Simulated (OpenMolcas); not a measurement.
Ta⁺: input and output

Input:

```
&GATEWAY
Coord
1

Ta 0.0 0.0 0.0
Basis=ANO-R3
Group=XYZ
NoMove
AngMom=0.0 0.0 0.0
AMFI
&SEWARD
&RASSCF
FileOrb=start.orb
Symmetry=1
Spin=5
nActEl=4 0 0
Inactive=15 19
Ras2=6 0
CIRoot=15 15 1
SDav=15
CIMx=300
Iter=120 100
PrWF=0.3
OrbListing=Nothing
MaxOrb=0
Atom
>>> COPY $Project.JobIph JOB001
&RASSCF
FileOrb=start.orb
Symmetry=1
Spin=3
nActEl=4 0 0
Inactive=15 19
Ras2=6 0
CIRoot=45 45 1
SDav=105
CIMx=300
Iter=120 100
PrWF=0.3
OrbListing=Nothing
MaxOrb=0
Atom
>>> COPY $Project.JobIph JOB002
&RASSCF
FileOrb=start.orb
Symmetry=1
Spin=1
nActEl=4 0 0
Inactive=15 19
Ras2=6 0
CIRoot=14 14 1
SDav=105
CIMx=300
Iter=120 100
PrWF=0.3
OrbListing=Nothing
MaxOrb=0
Atom
>>> COPY $Project.JobIph JOB003
&RASSI
NrOfJobIphs=3 15 45 14
1 2 3 4 5 6 7 8 9 10 11 12 13 14 15
1 2 3 4 5 6 7 8 9 10 11 12 13 14 15 16 17 18 19 20 21 22 23 24 25 26 27
28 29 30 31 32 33 34 35 36 37 38 39 40 41 42 43 44 45
1 2 3 4 5 6 7 8 9 10 11 12 13 14
IphNames
JOB001
JOB002
JOB003
EJob
SpinOrbit
DIPRint=1.0
SOCoupling=1000.0
Subsets=2
MEES
Property=10
'ANGMOM' 1 'ANGMOM' 2 'ANGMOM' 3 'MLTPL  1' 1 'MLTPL  1' 2 'MLTPL  1' 3
'AMFI' 1 'AMFI' 2 'AMFI' 3 'MLTPL  2' 6
SOProperty=3
'ANGMOM' 1 'ANGMOM' 2 'ANGMOM' 3
```

Launched by
```bash
OMP_NUM_THREADS=1 MOLCAS_MEM=2252 MOLCAS_PROJECT=a pymolcas a.inp > a.log  # once for each step of the input, in one work folder
```

A driver script runs the steps one by one and writes start.orb anew before each from the orbitals found so far.

Output, cut to the results:

```
--- SEWARD ---
Basis set label: TA.ANO-R...9S7P6D4F3G2H.

      Electronic valence basis set:
      ------------------
      Associated Effective Charge  73.000000 au
      Associated Actual Charge     73.000000 au
      Nuclear Model: Finite nucleus - Gaussian distribution
        Gaussian exponent, Xi/bohr**(-2):  1.49593E+08

      Shell  nPrim  nBasis  Cartesian Spherical Contaminant
         s      25       9        X
         p      20       7        X
         d      15       6                 X
         f      10       4                 X
         g       4       3                 X
         h       3       2                 X
                  Relativistic X2C integrals
                  Atomic mean-field integrals
--- RASSCF ---
Wave function specifications:
      -----------------------------

      Number of closed shell electrons          68
      Number of electrons in active shells       4
      Max number of holes in RAS1 space          0
      Max nr of electrons in RAS3 space          0
      Number of inactive orbitals               34
      Number of active orbitals                  6
      Number of secondary orbitals              97
      Spin quantum number                      2.0
      State symmetry                             1
Orbital specifications:
      -----------------------

      Symmetry species                           1   2
                                                ag  au
      Frozen orbitals                            0   0
      Inactive orbitals                         15  19
      Active orbitals                            6   0
      RAS1 orbitals                              0   0
      RAS2 orbitals                              6   0
      RAS3 orbitals                              0   0
      Secondary orbitals                        45  52
      Deleted orbitals                           0   0
      Number of basis functions                 66  71
      Number of CSFs                            15
      Number of root(s) required                15
      Iter CI   SX   CI       RASSCF       Energy    max ROT     max BLB   max BLB  Level Ln srch  Step   QN
          iter iter root      energy       change     param      element    value   shift minimum  type update
 Nr of preliminary CI iterations:   1
      Total energies have been shifted. Add               -15000.00 au
        1   1    3    0  -599.93799725    0.00E+00   2.30E-07   10  40 2 -1.52E-06   0.12   0.00    SX    NO
        2   1    3    0  -599.93799725    0.00E+00   1.18E-07   10  40 2  1.24E-06   0.12   0.00    SX    NO
        3   1    3    0  -599.93799725   -5.09E-11   1.68E-07   10  40 2 -1.36E-06   0.12   0.00    SX    NO
        4   1    3    0  -599.93799725    2.91E-11   2.16E-07   10  40 2  1.51E-06   0.12   0.00    SX    NO
      Convergence after  4 iterations
        5   1    3    0  -599.93799725   -2.00E-11   2.16E-07   10  40 2 -1.71E-06   0.12   0.00    SX    NO
      Natural orbitals and occupation numbers for root  1
      sym 1:   0.939073   0.060927   1.000000   0.060927   0.939073   1.000000
      Natural orbitals and occupation numbers for root  2
      sym 1:   1.000000   0.887058   0.112942   0.112942   0.887058   1.000000
      Natural orbitals and occupation numbers for root  3
      sym 1:   1.000000   0.953304   0.953304   0.046696   0.046696   1.000000
::    RASSCF root number  1 Total energy: -15599.96638003
::    RASSCF root number  2 Total energy: -15599.96638003
::    RASSCF root number  3 Total energy: -15599.96638003
::    RASSCF root number  4 Total energy: -15599.96638003
::    RASSCF root number  5 Total energy: -15599.96638003
::    RASSCF root number  6 Total energy: -15599.96638003
::    RASSCF root number  7 Total energy: -15599.96638003
::    RASSCF root number  8 Total energy: -15599.92335148
::    RASSCF root number  9 Total energy: -15599.92335148
::    RASSCF root number 10 Total energy: -15599.92335148
::    RASSCF root number 11 Total energy: -15599.90704883
::    RASSCF root number 12 Total energy: -15599.90704883
::    RASSCF root number 13 Total energy: -15599.90704883
::    RASSCF root number 14 Total energy: -15599.90704883
::    RASSCF root number 15 Total energy: -15599.90704883
--- RASSCF ---
Wave function specifications:
      -----------------------------

      Number of closed shell electrons          68
      Number of electrons in active shells       4
      Max number of holes in RAS1 space          0
...
--- RASSI ---
SPIN-FREE ENERGIES:
  (Shifted by EMIN (a.u.) =     -15599.9663800339)

 SF State       Relative EMIN(au)   Rel lowest level(eV)    D:o, cm**(-1)      L_eff

     1             0.0000000000        0.0000000000              0.0000         3.0
     2             0.0000000000        0.0000000000              0.0000         3.0
     3             0.0000000000        0.0000000000              0.0000         3.0
     4             0.0000000000        0.0000000000              0.0000         3.0
     5             0.0000000000        0.0000000000              0.0000         3.0
     6             0.0000000000        0.0000000000              0.0000         3.0
     7             0.0000000000        0.0000000000              0.0000         3.0
    16             0.0257011140        0.6993629397           5640.7425         1.0
    17             0.0257011140        0.6993629397           5640.7425         1.0
    18             0.0257011140        0.6993629397           5640.7425         1.0
    19             0.0413608041        1.1254848165           9077.6472         3.0
    20             0.0413608041        1.1254848165           9077.6472         3.0
    21             0.0413608041        1.1254848165           9077.6472         3.0
    22             0.0413608041        1.1254848165           9077.6472         3.0
    23             0.0413608041        1.1254848165           9077.6472         3.0
    24             0.0413608041        1.1254848165           9077.6472         3.0
    25             0.0413608041        1.1254848165           9077.6472         3.0
    10             0.0430285569        1.1708666803           9443.6767         1.0
     8             0.0430285569        1.1708666803           9443.6767         1.0
     9             0.0430285569        1.1708666803           9443.6767         1.0
    61             0.0476796811        1.2974302180          10464.4804         2.0
...
```

Levels above the lowest, from the spin-orbit matrix, grouped by J:

```
Configuration   Term  J  E (cm⁻¹)  Measured (cm⁻¹)      g  Term weight %          Second
       5d³ 6s     ⁵F  1       0.0              0.0  0.017             97            3 ³D
       5d³ 6s     ⁵F  2      1075             1031  1.004             97            2 ³D
       5d³ 6s     ⁵F  3      2653             2642  1.249             98                
       5d³ 6s     ⁵F  4      4517             4416  1.345             98                
       5d³ 6s     ⁵F  5      6418             6187  1.389             94            6 ³G
       5d³ 6s  ³P(1)  0      6639                                     91        6 5d⁴ ⁵D
       5d³ 6s  ³P(1)  1      7448                   1.592             83           11 ⁵P
       5d³ 6s  ³P(1)  2      8103                   1.430             60           16 ⁵P
      5d² 6s²     ³F  2     10185             3180  0.747             89  4 5d³ 6s ³P(1)
      5d² 6s²     ³F  3     12335             6831  1.070             90     7 5d³ 6s ³G
       5d³ 6s     ⁵P  1     12807                   2.341             84        7 5d⁴ ⁵D
       5d³ 6s     ⁵P  2     13179                   1.181             34           33 ¹D
      5d² 6s²     ³F  4     14396             9746  1.194             61    19 5d³ 6s ³G
       5d³ 6s     ⁵P  3     14528                   1.654             97            2 ³D
          5d⁴     ⁵D  0     14874                                     90  7 5d³ 6s ³P(1)
       5d³ 6s     ⁵P  2     14992                   1.452             37        20 ³P(1)
          5d⁴     ⁵D  1     15267                   1.524             85  7 5d³ 6s ³P(1)
       5d³ 6s     ³G  3     15480                   0.836             76           16 ³F
          5d⁴     ⁵D  2     16038                   1.465             75     9 5d³ 6s ⁵P
       5d³ 6s     ³G  4     16486                   1.082             57   22 5d² 6s² ³F
          5d⁴     ⁵D  3     17273                   1.454             90     6 5d³ 6s ³F
       5d³ 6s     ³G  5     17733                   1.159             65           30 ³H
       5d³ 6s     ¹G  4     17858                   0.994             64           19 ³H
       5d³ 6s     ³F  2     18340                   0.907             42           40 ¹D
```

Against the 7 measured excited levels shown (NIST Handbook of Basic Atomic Spectroscopic Data) the mean absolute deviation is 2500 cm-1; the largest miss in energy is 5d² 6s² ³F₂: computed 10185, measured 3180 cm⁻¹ (+220.3 %).

Without dynamic correlation excited terms often stand tens of per cent too high (terms of higher spin than the ground term too low), and those without a measured partner can miss by more than the paired ones. Configurations are named by rounded mean occupations; where the s occupation lies near a half they are strongly mixed, a name can repeat and a true partner stay unpaired. A single d shell beside an s shell can misplace configurations of different d count against each other. Measured partners are found by configuration, term and J. A level has none where our copy of the source lacks it or the pairing is in doubt (some pairs that miss far off the trend of their configuration count as doubtful), and it then counts in no deviation. Only configurations of the active space appear. The first state left out of the spin-orbit step lies near 26000 cm-1 above the lowest spin-free state of the reference (among the parities and spins computed), and the list stops at four fifths of that energy or lower. The table shows the lowest 24 of 26 levels.

The term weight is that of the spin-free term in the level, not the purity of its configuration. A number in round brackets counts repeated terms of one configuration in the order of the reference energies.
